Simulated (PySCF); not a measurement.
Molecule: SMILES C(F)(F)[SiH3], CH4F2Si.

Numbering as in the mapped SMILES `[F:1][CH:2]([F:3])[SiH3:4]`. Each H is labelled by its parent atom.

Geometry PBE0-D3(BJ)/def2-SVP throughout; GIAO in PySCF 2.14.0 with density-fitted response routines, gas phase, one conformer, non-relativistic; equivalent atoms averaged; functional PBE0.

Task: How do the absolute shieldings σ depend on the basis set? (ppm; last column core-seconds on shared hosts with different chips, so compare them loosely)

Result: 
```csv
basis set,functions,F1/F3,C2,Si4,H(C2),H(Si4),core-s
STO-3G,28,423.1,148.8,598.5,29.51,30.66,1.3
6-31G,48,321.3,81.4,488.8,25.99,28.76,2.7
pcSseg-0,48,333.2,65.4,448.3,26.34,28.56,2.4
6-31G*,68,334.9,79.3,455.4,25.68,27.86,3.1
def2-SVP,80,342.0,77.8,473.2,25.56,27.46,4.1
cc-pVDZ,80,334.5,79.3,478.6,25.21,27.46,4.1
pcSseg-1,95,320.0,62.2,421.7,25.04,27.33,7.4
aug-cc-pVDZ,132,330.3,78.1,486.1,24.94,27.35,7.3
"6-311+G(2d,p)",140,321.2,66.2,415.6,25.28,27.35,7.1
def2-TZVP,154,321.8,63.9,405.1,25.32,27.32,8
cc-pVTZ,180,323.0,64.9,427.3,25.12,27.37,11
IGLO-III,189,320.0,58.8,418.8,25.10,27.28,11
pcSseg-2,207,320.2,58.3,413.9,25.03,27.30,9.5
```

Task: Which nucleus moves most, in ppm?

Result: Si4 (silicon bonded to C, 3 H): from 405.1 ppm with def2-TZVP to 598.5 ppm with STO-3G. The smallest spread is 3.38 ppm, at H(Si4). Proton shifts span only some 12 ppm, so a few tenths of a ppm matter as much there as several ppm in carbon.

Task: Taking the largest basis, pcSseg-2 (207 functions), as the yardstick, rank the others by their worst heavy-atom deviation.

Result: IGLO-III 4.9 ppm (189 functions), pcSseg-1 7.8 ppm (95 functions), 6-311+G(2d,p) 7.9 ppm (140 functions), def2-TZVP 8.8 ppm (154 functions), cc-pVTZ 13.4 ppm (180 functions), pcSseg-0 34.4 ppm (48 functions), 6-31G* 41.5 ppm (68 functions), def2-SVP 59.3 ppm (80 functions), cc-pVDZ 64.7 ppm (80 functions), aug-cc-pVDZ 72.2 ppm (132 functions), 6-31G 74.9 ppm (48 functions), STO-3G 184.5 ppm (28 functions).

A small basis that lands close on one nucleus may do so by chance; judge by the trend and by all nuclei.
